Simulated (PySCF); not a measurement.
Computed IR spectrum (relative IR intensity) of a molecule Cl₂H₄OSi₂. Coordinates come from a PBE-D3(BJ)/def2-SVP optimisation. One conformer was computed; it need not be the lowest. These are PBE-D3(BJ)/def2-SVP in PySCF values and carry that method's errors. Frequencies are harmonic and unscaled.

Lines under 2 % of the strongest are left out, and lines within 2 cm⁻¹ are merged.

```
ν (cm⁻¹)  relative intensity
--------  ------------------
241                      2.9
519                      9.2
534                       13
611                       12
635                       12
701                      3.1
707                      4.4
850                      100
899                       55
925                       45
1047                      85
2204                      34
2221                      50
```

Problem. Which structure fits?
A) Cl[SiH2]O[SiH2]Cl
B) O[SiH2][SiH](Cl)Cl
C) O[Si]([SiH3])(Cl)Cl
D) O[Si@@H](Cl)[SiH2]Cl

Solution. A, Cl[SiH2]O[SiH2]Cl
